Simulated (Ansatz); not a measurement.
One change: `[SiH3]C/C=C/Cl` becomes `C=CC[SiH3]`.

Ansatz, PBE0-D4/def2-TZVP geometries, multiplicity 1. Each molecule was computed in one conformer, which needn't be the lowest.

```csv
property,`[SiH3]C/C=C/Cl`
size of the dipole moment (ωB97M-V/def2-TZVPP) / D,1.74
HOMO energy (ωB97M-V/def2-TZVPP) / eV,-9.13
HOMO–LUMO gap (ωB97M-V/def2-TZVPP) / eV,10.92
HOMO energy (B3LYP/def2-TZVPP) / eV,-6.77
LUMO energy (PBE/def2-TZVPP) / eV,-1.19
HOMO–LUMO gap (PBE0/def2-TZVPP) / eV,6.76
```

**Question.** Give the same properties after the change, and the shifts. (Estimate.)

**Answer.** The calculation gave: 
```tsv
property	`C=CC[SiH3]`	shift
size of the dipole moment (ωB97M-V/def2-TZVPP) / D	0.57	-1.17
HOMO energy (ωB97M-V/def2-TZVPP) / eV	-9.41	-0.28
HOMO–LUMO gap (ωB97M-V/def2-TZVPP) / eV	11.51	0.59
HOMO energy (B3LYP/def2-TZVPP) / eV	-6.99	-0.22
LUMO energy (PBE/def2-TZVPP) / eV	-0.89	0.30
HOMO–LUMO gap (PBE0/def2-TZVPP) / eV	7.32	0.56
```

With PBE0 the HOMO falls by 0.21 eV and the LUMO rises by 0.34 eV, so the gap widens by about 0.55 eV. PBE moves the HOMO by -0.25 eV and ωB97M-V by -0.28 eV. Dipoles are sizes alone; their direction can turn.

B3LYP here is the variant with VWN-RPA as its local correlation; programs differ in this.
